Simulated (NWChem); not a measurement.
Program: NWChem. System: C₂H₅S, charge 1, spin multiplicity 1, at the geometry of a parent with another charge or spin, in a state set for the comparison that need not be this species' ground state. Level: RHF/def2-TZVP.

Input file:

```
start mol
memory heap 200 mb stack 900 mb global 1100 mb
charge 1
geometry units angstroms nocenter noautoz noautosym
  C     -1.686378     0.147695     0.086059
  C     -0.389070    -0.515080     0.372983
  S      1.133929     0.087029    -0.197695
  H     -1.993441     0.042825    -0.974009
  H     -2.489029    -0.284667     0.702633
  H     -1.649655     1.230502     0.299010
  H     -0.350428    -1.570818     0.654604
  H      0.792383     1.394009    -0.273367
end
basis spherical
  * library def2-tzvp
end
scf
  rhf
  nopen 0
  maxiter 100
  thresh 1e-7
  semidirect memsize 60000000 filesize 0
end
task scf energy
```

NWChem printed:

```
             Northwest Computational Chemistry Package (NWChem) 7.3.0
             --------------------------------------------------------

                                NWChem Input Module
                                -------------------

 Scaling coordinates for geometry "geometry" by  1.889725989
 (inverse scale =  0.529177249)

                             Geometry "geometry" -> ""
                             -------------------------

 Output coordinates in angstroms (scale by  1.889725989 to convert to a.u.)

  No.       Tag          Charge          X              Y              Z
 ---- ---------------- ---------- -------------- -------------- --------------
    1 C                    6.0000    -1.68637800     0.14769500     0.08605900
    2 C                    6.0000    -0.38907000    -0.51508000     0.37298300
    3 S                   16.0000     1.13392900     0.08702900    -0.19769500
    4 H                    1.0000    -1.99344100     0.04282500    -0.97400900
    5 H                    1.0000    -2.48902900    -0.28466700     0.70263300
    6 H                    1.0000    -1.64965500     1.23050200     0.29901000
    7 H                    1.0000    -0.35042800    -1.57081800     0.65460400
    8 H                    1.0000     0.79238300     1.39400900    -0.27336700

 Effective nuclear repulsion energy (a.u.)      99.5077112507

            Nuclear Dipole moment (a.u.)
            ----------------------------
        X                 Y               Z
 ---------------- ---------------- ----------------
     0.0000113384     0.0000094486     0.0000056692


 Summary of "ao basis" -> "" (spherical)
 ------------------------------------------------------------------------------
       Tag                 Description            Shells   Functions and Types
 ---------------- ------------------------------  ------  ---------------------
 *                         def2-tzvp                  on all atoms

 Summary of "ao basis" -> "ao basis" (spherical)
 ------------------------------------------------------------------------------
       Tag                 Description            Shells   Functions and Types
[...]
  ----- ------------  ---------------      ----- ------------  ---------------
    79      0.446230  3 S  pz                82      0.240949  3 S  pz
    77      0.205724  3 S  px                76      0.187463  3 S  pz
    70     -0.152350  3 S  pz

 Vector   17  Occ=0.000000D+00  E=-2.017073D-01
              MO Center= -8.1D-02, -2.7D-01,  2.2D-01, r^2= 2.7D+00
   Bfn.  Coefficient  Atom+Function         Bfn.  Coefficient  Atom+Function
  ----- ------------  ---------------      ----- ------------  ---------------
    45      0.465294  2 C  pz                82     -0.374942  3 S  pz
    42      0.322244  2 C  pz                39      0.305563  2 C  pz
    79     -0.239940  3 S  pz               102      0.205677  4 H  s

 Vector   18  Occ=0.000000D+00  E=-6.832147D-02
              MO Center=  6.2D-01,  4.8D-01, -1.0D-01, r^2= 4.6D+00
   Bfn.  Coefficient  Atom+Function         Bfn.  Coefficient  Atom+Function
  ----- ------------  ---------------      ----- ------------  ---------------
     5      1.231272  1 C  s                126     -1.220481  8 H  s
    81      0.981838  3 S  py               114     -0.702159  6 H  s
   120     -0.624200  7 H  s                 36      0.554720  2 C  s
   102     -0.506881  4 H  s                 67      0.482432  3 S  s
    35      0.361005  2 C  s                 44     -0.343415  2 C  py

 Vector   19  Occ=0.000000D+00  E=-2.722329D-02
              MO Center=  4.3D-01, -1.3D-01,  1.2D-01, r^2= 6.5D+00
   Bfn.  Coefficient  Atom+Function         Bfn.  Coefficient  Atom+Function
  ----- ------------  ---------------      ----- ------------  ---------------
   120      1.858912  7 H  s                 36     -1.540431  2 C  s
    67      1.356104  3 S  s                126     -0.902706  8 H  s
    44      0.714079  2 C  py                35     -0.688562  2 C  s
    80     -0.684021  3 S  px                43     -0.626909  2 C  px
     5     -0.531336  1 C  s                108      0.449783  5 H  s

 center of mass
 --------------
 x =   0.17388440 y =  -0.02502402 z =  -0.01239383

 moments of inertia (a.u.)
 ------------------
          52.808301366797         -10.340905041802          40.587690354464
         -10.340905041802         340.465009611956          14.289356946900
          40.587690354464          14.289356946900         357.161470467179

  Mulliken analysis of the total density
  --------------------------------------

    Atom       Charge   Shell Charges
 -----------   ------   -------------------------------------------------------
    1 C    6     6.34   0.85  1.12  0.47  0.69  0.08  1.26  1.45  0.34  0.02  0.05  0.00
    2 C    6     5.93   0.86  1.12  0.54  0.72  0.06  1.08  1.23  0.20  0.02  0.11  0.01
    3 S   16    15.78   2.01  0.49  1.48  1.09  0.75  4.18  1.69  0.85  2.28  0.81  0.05  0.09  0.01
    4 H    1     0.78   0.25  0.45  0.06  0.02
    5 H    1     0.81   0.26  0.46  0.06  0.02
    6 H    1     0.82   0.25  0.47  0.07  0.02
    7 H    1     0.76   0.25  0.44  0.04  0.02
    8 H    1     0.79   0.23  0.48  0.06  0.02

       Multipole analysis of the density wrt the origin
       ------------------------------------------------

     L   x y z        total         open         nuclear
     -   - - -        -----         ----         -------
     0   0 0 0      1.000000      0.000000     33.000000

     1   1 0 0     -0.595783      0.000000      0.000011
     1   0 1 0     -0.011835      0.000000      0.000009
     1   0 0 1      0.128866      0.000000      0.000006

     2   2 0 0    -12.005265      0.000000    186.357068
     2   1 1 0      1.273833      0.000000      5.482548
     2   1 0 1     -1.038515      0.000000    -21.693256
     2   0 2 0    -13.954710      0.000000     28.038736
     2   0 1 1     -1.389721      0.000000     -9.409228
     2   0 0 2    -17.391284      0.000000     12.639773

 Task  times  cpu:        9.6s     wall:        9.6s

 Total times  cpu:        9.6s     wall:        9.6s
```
